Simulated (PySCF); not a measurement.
Compound: C₂H₁₂NPSi₂.
Atom-mapped SMILES: `[CH3:1][CH2:2][Si@H:3]([NH2:4])[SiH2:5][PH2:6]` (hydrogens: H7, H8, H9 on C1; H10, H11 on C2; H12 on Si3; H13, H14 on N4; H15, H16 on Si5; H17, H18 on P6)

The closed-shell SCF was solved with PySCF and density fitting under several settings on one GFN2-xTB geometry (grid level 2 and gas phase unless stated).

| settings | basis functions | SCF cycles | E (Eh) | HOMO (eV) | LUMO (eV) | dipole (D) |
| --- | --- | --- | --- | --- | --- | --- |
| PBE0/pcSseg-1 | 183 | 12 | -1057.9591 | -6.64 | -0.27 | 2.04 |
| PBE0/def2-SVPD | 228 | 12 | -1057.6438 | -6.65 | -0.34 | 1.72 |

Task: Estimate the rows for these settings: (1) PBE0/6-31++G**, start guess sap; (2) KT2/6-311+G(2d,p), fitting basis def2-qzvpp-jkfit.

Result: 
```csv
settings,basis functions,SCF cycles,E (Eh),HOMO (eV),LUMO (eV),dipole (D)
"PBE0/6-31++G**, start guess sap",192,16,-1057.9764,-6.64,-0.55,1.85
"KT2/6-311+G(2d,p), fitting basis def2-qzvpp-jkfit",258,11,-1068.8596,-5.59,-1.36,1.72
```

Task: Over all rows, what range does the HOMO–LUMO gap span?

Result: From 4.23 eV (KT2/6-311+G(2d,p), fitting basis def2-qzvpp-jkfit) to 6.37 eV (PBE0/pcSseg-1). The functional of the narrowest has no exact exchange, that of the widest 25 % exact exchange.

Task: And the dipole moment?

Result: From 1.72 D to 2.04 D; the largest is 1.19 times the smallest, and the median is 1.79 D.

Task: Compare two rows with the functional PBE0: PBE0/pcSseg-1 and PBE0/def2-SVPD. Which energy is lower, and by how much?

Result: PBE0/pcSseg-1 (183 functions) lies 0.3153 Eh or 198 kcal/mol below PBE0/def2-SVPD (228 functions). The smaller set gives the lower energy; the two sets aren't nested, so the variational bound doesn't order them by size.

Whole jobs, the steps after the SCF included, on an Arm Neoverse V1 with one thread, shared host:

```json
{"settings": "PBE0/pcSseg-1", "work after the SCF": "shieldings, charges and field gradients", "wall time": "25 s", "peak memory": "0.88 GiB"}
{"settings": "PBE0/def2-SVPD", "work after the SCF": "6 singlets by full TDDFT, 2 Tamm–Dancoff triplets, polarisability", "wall time": "34 s", "peak memory": "1.0 GiB"}
{"settings": "PBE0/6-31++G**, start guess sap", "work after the SCF": "spin–spin couplings from 18 perturbed nuclei, spin–dipole term for 4 of them", "wall time": "71 s", "peak memory": "0.98 GiB"}
{"settings": "KT2/6-311+G(2d,p), fitting basis def2-qzvpp-jkfit", "work after the SCF": "3 singlets by TDA, 5 Tamm–Dancoff triplets, polarisability", "wall time": "43 s", "peak memory": "0.78 GiB"}
```

Cycle counts include a coarse-grid stage where the run had one. All basis functions are spherical, in the Pople sets too. KT2 was designed for NMR shieldings or shifts; total energies of different functionals aren't comparable.

Conformer computed: `[CH3:1][CH2:2][Si@H:3]([NH2:4])[SiH2:5][PH2:6]`: C1–C2–Si3–N4 -175°, C2–Si3–Si5–P6 -107°, H–N4–Si3–C2 179°, H–N4–Si3–C2 -42°, H–P6–Si5–Si3 45°, H–P6–Si5–Si3 -48°.

One conformer stands for the species.
